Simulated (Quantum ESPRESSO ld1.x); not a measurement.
Numerical settings for neutral terbium, [Xe] 4f9 6s2. Calculated with ld1.x of Quantum ESPRESSO 7.5: Dirac Kohn-Sham, revPBE, spin-unpolarised, spherical densities, point nucleus; open shells fill j = l - 1/2 first. With the defaults (dx = 0.008, xmin = -8.0, rmax = 100, beta = 0.2, tr2 = 1e-14) the mesh has 2099 points, the cycle takes 31 iterations, E = -11719.234643 hartree and the 4f7/2 eigenvalue is -0.09268 hartree. The mesh is r = exp(xmin + i dx)/Z up to rmax; beta is the mixing and tr2 the threshold. One setting is changed at a time.

| change | mesh points | iterations | change of E (mhartree) | change of e(4f7/2) (mhartree) |
|---|---|---|---|---|
| dx = 0.02 | 839 | 33 | -11.008 | +0.011 |
| dx = 0.0125 | 1343 | 32 | -3.021 | +0.003 |
| xmin = -5 | 1723 | 33 | -22.056 | +0.001 |
| xmin = -4 | 1599 | 31 | -954.280 | +0.014 |
| rmax = 150 | 2149 | 31 | 0.000 | 0.000 |
| rmax = 8 | 1783 | 137 | -12.083 | +5.360 |
| beta = 0.8 | 2099 | 22 | -0.001 | 0.000 |
| beta = 1 | 2099 | 22 | +0.003 | 0.000 |
| tr2 = 1e-10 | 2099 | 21 | -0.008 | +0.002 |
| tr2 = 1e-06 | 2099 | 15 | +0.076 | +0.027 |
